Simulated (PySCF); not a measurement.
C$_{4}$H$_{12}$GeO$_{4}$ (SMILES C[O][Ge]([O]C)([O]C)[O]C), singlet, geometry from GFN2-xTB. Base run: DF-TPSS/pcseg-1 in PySCF.

The PySCF input:
```python
from pyscf import gto, scf, dft

mol = gto.M(
    atom='''
C    -0.787755   -2.356241   -1.346573
O    -0.646493   -0.943124   -1.321539
Ge   -0.000000    0.000000    0.000000
O    -0.414829    1.661168   -0.349770
C    -1.660539    2.121130   -0.853878
O    -0.672775   -0.692910    1.456417
C    -0.234917   -0.433668    2.782523
O     1.734097   -0.025134    0.214892
C     2.683210    0.668780   -0.582072
H    -1.388226   -2.585101   -2.228162
H    -1.294106   -2.719190   -0.452410
H     0.184630   -2.844834   -1.429517
H    -2.439775    2.051720   -0.092887
H    -1.967000    1.551678   -1.731065
H    -1.509213    3.166205   -1.127851
H     0.844591   -0.552434    2.873128
H    -0.510709    0.574999    3.095035
H    -0.740074   -1.163738    3.416523
H     2.765854    0.218114   -1.572630
H     2.416516    1.719946   -0.689653
H     3.637513    0.582634   -0.060510
''',
    basis='pcseg-1',
    charge=0,
    spin=0,
    verbose=4,
)

mf = dft.RKS(mol)
mf.xc = 'tpss'
mf = mf.density_fit(auxbasis='def2-universal-jkfit')
mf.kernel()
```

Variants of this job, named by their change:

| change | basis functions | E (Eh) | HOMO (eV) | HOMO-LUMO gap (eV) | core-seconds (rough) |
|---|---|---|---|---|---|
| base | 199 | -2537.29641 | -6.41 | 5.94 | 70 |
| basis = STO-3G | 70 | -2507.65017 | -1.43 | 4.86 | 20 |
| basis = LANL2DZ | 104 | -464.39884 | -6.30 | 5.85 | 30 |
| basis = pcseg-0 | 118 | … | … | … | 40 |
| basis = 3-21G | 118 | … | … | … | 30 |
| basis = 6-31G | 123 | -2537.14749 | -6.23 | 5.57 | 40 |
| basis = def2-SV(P) | 168 | -2537.00434 | -6.28 | 6.12 | 50 |
| basis = 6-31G* | 168 | -2537.32805 | -6.18 | 5.93 | 50 |
| basis = cc-pVDZ | 199 | -2537.61575 | -6.19 | 5.95 | 60 |
| basis = pc-1 | 199 | -2537.45997 | -6.42 | 5.96 | 70 |
| basis = 6-31G** | 204 | -2537.34176 | -6.18 | 5.91 | 60 |
| basis = def2-SVP | 204 | … | … | … | 60 |
| basis = 6-311G** | … | … | … | 5.95 | 80 |

**Question.** Some entries are withheld; supply them.

**Answer.** 
- basis = pcseg-0, E (Eh): -2533.81647
- basis = pcseg-0, HOMO (eV): -6.16
- basis = pcseg-0, HOMO-LUMO gap (eV): 5.87
- basis = 3-21G, E (Eh): -2525.08562
- basis = 3-21G, HOMO (eV): -5.81
- basis = 3-21G, HOMO-LUMO gap (eV): 5.78
- basis = def2-SVP, E (Eh): -2537.02996
- basis = def2-SVP, HOMO (eV): -6.27
- basis = def2-SVP, HOMO-LUMO gap (eV): 6.11
- basis = 6-311G**, basis functions: 260
- basis = 6-311G**, E (Eh): -2537.71698
- basis = 6-311G**, HOMO (eV): -6.36

Totals compare only among sets that treat the same electrons; sets with core potentials leave the core out.
